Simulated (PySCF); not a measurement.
Rigid-rotor lines calculated for a species of formula C7H10NOP (commonest isotopes; PBE0-D3(BJ)/def2-SVP geometry optimisation, gas phase (PySCF)), labelled J(Ka,Kc):

```json
{"transition": "1(0,1) ← 0(0,0)", "MHz": "1427.9"}
{"transition": "2(0,2) ← 1(0,1)", "MHz": "2853.1"}
{"transition": "1(1,1) ← 0(0,0)", "MHz": "2831.3"}
{"transition": "2(1,1) ← 1(1,0)", "MHz": "2929.1"}
{"transition": "2(1,2) ← 1(1,1)", "MHz": "2782.7"}
```

Q: Find the rotational constants.

A: 1(0,1) ← 0(0,0) is B + C, 2(1,1) ← 1(1,0) is 3B + C and 2(1,2) ← 1(1,1) is B + 3C, so B − C is half the difference of the last two, 73.2 MHz. 1(1,1) ← 0(0,0) is A + C. A = 2153.9, B = 750.6, C = 677.4 MHz.

Q: What moments of inertia, asymmetry and inertial defect follow?

A: I = 505379 MHz·u·Å² over each constant: Ia = 234.63, Ib = 673.31, Ic = 746.10 u·Å²; κ = (2B − A − C)/(A − C) = -0.901 (near-prolate asymmetric top); Δ = Ic − Ia − Ib = -161.84 u·Å².

Q: Which dipole components do these lines need?

A: μa and μb (a-type: ΔKa even, ΔKc odd; b-type: both odd). The calculation gives |μa| = 0.64 D, |μb| = 3.31 D, |μc| = 1.00 D.

Q: Predict further lines from these constants: 3(2,2) ← 2(1,2); 3(1,2) ← 2(1,1); 4(1,4) ← 3(0,3); 2(2,1) ← 2(1,1); 4(3,2) ← 4(2,2); 4(2,3) ← 3(1,2); 3(2,1) ← 3(1,2); 4(2,2) ← 3(1,2); 3(2,2) ← 2(1,1); 4(1,3) ← 3(2,2); 2(2,0) ← 1(1,0).

A: 
```csv
transition,MHz,type,branch
"4(1,3) ← 3(2,2)",1750,b,R
"3(2,1) ← 3(1,2)",4116,b,Q
"2(2,1) ← 2(1,1)",4210,c,Q
"3(1,2) ← 2(1,1)",4392,a,R
"4(1,4) ← 3(0,3)",6792,b,R
"2(2,0) ← 1(1,0)",7142,c,R
"4(3,2) ← 4(2,2)",7168,c,Q
"3(2,2) ← 2(1,1)",8494,b,R
"3(2,2) ← 2(1,2)",8714,c,R
"4(2,3) ← 3(1,2)",9812,b,R
"4(2,2) ← 3(1,2)",9853,c,R
```

Q: Which structure gave them?

A: `CC[P@H](=O)C1=CC=NC=C1`, point group C1. Three constants can't fix a structure by themselves; this is the one that was computed:
```
atom  x, y, z in Å
C1     2.428    0.322   -1.226
C2     2.250    0.497    0.275
P3     1.121   -0.757    0.956
O4     1.486   -2.176    0.649
C5    -0.536   -0.315    0.336
C6    -1.231   -1.286   -0.383
C7    -2.498   -0.967   -0.872
N8    -3.079    0.215   -0.687
C9    -2.412    1.137    0.003
C10   -1.141    0.927    0.537
H11    3.177    1.025   -1.619
H12    1.485    0.499   -1.766
H13    2.759   -0.701   -1.455
H14    3.207    0.365    0.808
H15    1.868    1.498    0.539
H16    1.044   -0.400    2.337
H17   -0.776   -2.267   -0.542
H18   -3.070   -1.708   -1.442
H19   -2.915    2.101    0.144
H20   -0.648    1.724    1.101
```

The values belong to one conformer (point group C1) with, in the numbering `[CH3:1][CH2:2][P@H:3](=[O:4])[c:5]1[cH:6][cH:7][n:8][cH:9][cH:10]1`, C1–C2–P3–O4 54°, C2–P3–C5–C6 124°. Stationary, but not proved a minimum. Constants of a rigid frame at the computed geometry: no zero-point averaging, no centrifugal distortion. A rigid rotor knows nothing of internal rotation, which can split or shift real lines. Quadrupole hyperfine structure (14N) is left out.
